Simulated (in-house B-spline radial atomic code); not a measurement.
## Ionising Sc VIII (Sc7+) with different functionals

Computed with a B-spline radial code for spherical atoms: non-relativistic Hamiltonian, point nucleus, spin-polarised at highest spin, spherical fractional occupations for the functionals, and exact exchange of hybrids averaged over the configuration. The ionisation energy is the difference of two self-consistent energies, [Ne] 3s2 3p2 → [Ne] 3s2 3p1, without Breit or QED terms; ε is the level of the shell that loses the electron (its least bound occupied spin orbital).

```tsv
method	rung	ΔSCF (eV)	-ε(3p) (eV)
PBE0	global hybrid	158.29	150.31
B3LYP	global hybrid	158.38	149.75
TPSSh	global hybrid	158.44	148.84
M06-2X	global hybrid	158.07	153.02
BHandHLYP	global hybrid	158.16	152.91
r2SCAN0	global hybrid	158.49	150.71
B97-1	global hybrid	158.25	149.78
HSE06	range-separated hybrid	158.26	149.86
wB97X	range-separated hybrid	158.22	152.82
CAM-B3LYP	range-separated hybrid	158.32	151.74
LC-wPBE	range-separated hybrid	158.46	153.14
```

Problem. Among the functionals, which spreads more, the ΔSCF values or the orbital energies?

Solution. The orbital energies: ΔSCF values span about 0.41 eV and the orbital energies 4.30 eV; here energy differences depend much less on the functional than eigenvalues do.

Problem. How do they compare with the NIST value?

Solution. NIST lists 158.1 eV ± 0.25 (semi-empirical, ground level to ground level). Errors run from -0.01 to +0.41 eV; all lie within about twice that uncertainty, so the table can't rank the methods.
